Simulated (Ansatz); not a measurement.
Si(vinyl)3(NiPr2) (C12H23NSi). Charge 0, multiplicity 1. Geometry r2SCAN-D4/def2-SVP.

Cartesian coordinates in Å:
```
Si 0.659 -0.198 -0.793
C 1.185 1.406 -1.621
C 2.462 1.685 -1.929
H 0.426 2.143 -1.921
H 3.278 0.995 -1.682
H 2.748 2.609 -2.447
C 2.196 -1.151 -0.285
C 2.704 -2.186 -0.974
H 2.731 -0.824 0.621
H 2.218 -2.557 -1.886
H 3.619 -2.707 -0.665
C -0.271 -1.227 -2.067
C -0.374 -0.922 -3.371
H -0.785 -2.137 -1.718
H 0.117 -0.034 -3.792
H -0.942 -1.540 -4.078
N -0.290 0.075 0.653
C -0.441 -1.057 1.581
C -0.027 -0.689 3.009
C -1.840 -1.686 1.543
C -1.170 1.230 0.883
C -0.381 2.499 1.217
C -2.164 1.453 -0.261
H 0.267 -1.833 1.234
H -0.689 0.083 3.436
H -0.076 -1.569 3.671
H 1.003 -0.299 3.023
H -2.611 -0.985 1.903
H -2.107 -1.985 0.517
H -1.884 -2.580 2.185
H -1.772 0.991 1.778
H 0.250 2.812 0.371
H 0.282 2.323 2.078
H -1.059 3.334 1.464
H -2.854 2.281 -0.031
H -1.649 1.703 -1.203
H -2.758 0.544 -0.443
```

Single mean-field runs in def2-TZVP are fitted with def2-universal-jkfit. The restricted singlet is unstable towards broken spin symmetry in Hartree–Fock (as tested in another run); at HF/STO-3G this wasn't settled.

Task: Estimate the orbital energies around the gap (eV) in Ansatz with HF/STO-3G, PBE-D4/def2-TZVP, r2SCAN-D4/def2-TZVP, PBE0-D4/def2-SVP, ωB97X-V/def2-TZVP.

Result: 
```json
{"orbital": "HOMO−5", "HF/STO-3G": "-10.29", "PBE-D4/def2-TZVP": "-7.20", "r2SCAN-D4/def2-TZVP": "-7.47", "PBE0-D4/def2-SVP": "-8.52", "ωB97X-V/def2-TZVP": "-10.98"}
{"orbital": "HOMO−4", "HF/STO-3G": "-10.07", "PBE-D4/def2-TZVP": "-7.10", "r2SCAN-D4/def2-TZVP": "-7.37", "PBE0-D4/def2-SVP": "-8.40", "ωB97X-V/def2-TZVP": "-10.82"}
{"orbital": "HOMO−3", "HF/STO-3G": "-8.44", "PBE-D4/def2-TZVP": "-6.68", "r2SCAN-D4/def2-TZVP": "-6.88", "PBE0-D4/def2-SVP": "-7.74", "ωB97X-V/def2-TZVP": "-10.15"}
{"orbital": "HOMO−2", "HF/STO-3G": "-8.41", "PBE-D4/def2-TZVP": "-6.56", "r2SCAN-D4/def2-TZVP": "-6.77", "PBE0-D4/def2-SVP": "-7.64", "ωB97X-V/def2-TZVP": "-10.04"}
{"orbital": "HOMO−1", "HF/STO-3G": "-8.33", "PBE-D4/def2-TZVP": "-6.52", "r2SCAN-D4/def2-TZVP": "-6.73", "PBE0-D4/def2-SVP": "-7.60", "ωB97X-V/def2-TZVP": "-10.00"}
{"orbital": "HOMO", "HF/STO-3G": "-6.82", "PBE-D4/def2-TZVP": "-4.72", "r2SCAN-D4/def2-TZVP": "-4.95", "PBE0-D4/def2-SVP": "-5.90", "ωB97X-V/def2-TZVP": "-8.35"}
{"orbital": "LUMO", "HF/STO-3G": "8.14", "PBE-D4/def2-TZVP": "-1.43", "r2SCAN-D4/def2-TZVP": "-1.22", "PBE0-D4/def2-SVP": "-0.21", "ωB97X-V/def2-TZVP": "1.78"}
{"orbital": "LUMO+1", "HF/STO-3G": "8.45", "PBE-D4/def2-TZVP": "-1.27", "r2SCAN-D4/def2-TZVP": "-1.06", "PBE0-D4/def2-SVP": "-0.07", "ωB97X-V/def2-TZVP": "2.01"}
{"orbital": "LUMO+2", "HF/STO-3G": "8.54", "PBE-D4/def2-TZVP": "-1.15", "r2SCAN-D4/def2-TZVP": "-0.96", "PBE0-D4/def2-SVP": "0.04", "ωB97X-V/def2-TZVP": "2.10"}
{"orbital": "LUMO+3", "HF/STO-3G": "12.67", "PBE-D4/def2-TZVP": "0.23", "r2SCAN-D4/def2-TZVP": "0.86", "PBE0-D4/def2-SVP": "1.60", "ωB97X-V/def2-TZVP": "2.85"}
{"orbital": "LUMO+4", "HF/STO-3G": "14.12", "PBE-D4/def2-TZVP": "0.82", "r2SCAN-D4/def2-TZVP": "1.45", "PBE0-D4/def2-SVP": "2.28", "ωB97X-V/def2-TZVP": "3.48"}
{"orbital": "LUMO+5", "HF/STO-3G": "14.73", "PBE-D4/def2-TZVP": "0.87", "r2SCAN-D4/def2-TZVP": "1.47", "PBE0-D4/def2-SVP": "2.35", "ωB97X-V/def2-TZVP": "3.54"}
```
